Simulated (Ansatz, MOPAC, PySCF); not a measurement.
Complex: CH4O (SMILES CO) (first 6 atoms) with C2H6O (SMILES COC); geometry from B3LYP-D3(BJ)/def2-TZVP, rigid monomers moved along the line of their centres of mass till H6···O8 is 3.31 Å.
(charge 0, multiplicity 1):
```tsv
atom	x (Å)	y (Å)	z (Å)
C	0.1363	-0.0718	-0.2436
O	0.3762	0.9196	0.7360
H	0.7891	-0.9452	-0.1216
H	0.3425	0.3716	-1.2182
H	-0.9047	-0.4182	-0.2399
H	0.2018	0.5354	1.6109
C	-1.1782	0.3838	5.5060
O	-0.1487	-0.2882	4.8024
C	1.0803	-0.3067	5.5070
H	-0.9063	1.4271	5.7030
H	-1.3894	-0.1150	6.4586
H	-2.0681	0.3574	4.8802
H	1.4373	0.7103	5.7054
H	1.8043	-0.8241	4.8807
H	0.9761	-0.8398	6.4587
```

Interaction energies are E(AB) − E(A) − E(B) at the monomers' geometry in the complex; basis-set methods are counterpoise corrected. Rows marked so take none.

Correlated levels freeze the cores. Rows in 3-21G, 6-311+G**, 6-31G* carry no dispersion term and start afresh at each structure (6-31G* with six Cartesian d functions). MP2/6-31G* freezes PySCF's default core. The state that PM3, PM7 reach isn't checked; PM7 holds dispersion and hydrogen-bond terms.

Run with Ansatz (Gaussian basis) for Hartree–Fock, density functionals and correlated methods; MOPAC for PM3, PM7 (differences of heats of formation); PySCF for 3-21G rows, 6-311+G** rows, 6-31G* rows, the dispersion terms. Values without a source in brackets are computed.

Other levels give for the interaction energy: PBE/def2-TZVPPD -60.6; B3LYP/def2-TZVPPD -54.5; B3LYP-D3(BJ)/def2-TZVPPD -69.8; wB97M-V/def2-TZVPPD -70.1; CCSD(T)/aug-cc-pVDZ -69.6 meV.

Question: What do these common cheap choices give for the same quantity: PM3, PM7, HF/6-31G* (no counterpoise), B3LYP/3-21G (no counterpoise), B3LYP/6-31G*, B3LYP/6-311+G** (no counterpoise), M06-2X/6-31G* (no counterpoise), MP2/6-31G*?

Answer: PM3 -28.4; PM7 -95.9; HF/6-31G* (no counterpoise) -78.3; B3LYP/3-21G (no counterpoise) -73.9; B3LYP/6-31G* -57.7; B3LYP/6-311+G** (no counterpoise) -68.5; M06-2X/6-31G* (no counterpoise) -81.0; MP2/6-31G* -69.0 meV. They span -95.9 to -28.4 meV.

Ansatz is a first-principles code.
